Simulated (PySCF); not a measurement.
Li(OtBu) (C4H9LiO), SMILES CC(C)(C)[O][Li]. Geometry optimised at ωB97X-D3(BJ)/def2-SVP. The isomer is the one that the SMILES or the coordinates give; other isomers of the formula were not compared.

Method: ωB97X-D3(BJ)/def2-SVP (PySCF).

Harmonic wavenumbers (cm⁻¹): 126, 126, 224, 283, 283, 349, 349, 401, 493, 493, 724, 859, 909, 909, 938, 1035, 1035, 1148, 1262, 1262, 1330, 1382, 1382, 1398, 1450, 1462, 1462, 1475, 1475, 1495, 3046, 3046, 3054, 3141, 3141, 3144, 3150, 3150, 3150. Rotational constants (GHz): 4.547, 3.152, 3.152; symmetry number 3.

Task: Work out the zero-point energy and the ideal-gas rigid-rotor harmonic-oscillator thermochemistry at 298.15 K and 1 atm.

Result: ZPE = ½ Σ hcν = ½ × 55542 cm⁻¹ = 79.40 kcal/mol. H − E(el) = 84.76 kcal/mol. Entropy in cal/(mol K): translation 39.05, rotation 24.18, vibration 16.90, total 80.14. G − E(el) = 60.87 kcal/mol. Cp = 29.16 cal/(mol K). Modes under 150 cm⁻¹ make the vibrational entropy uncertain.
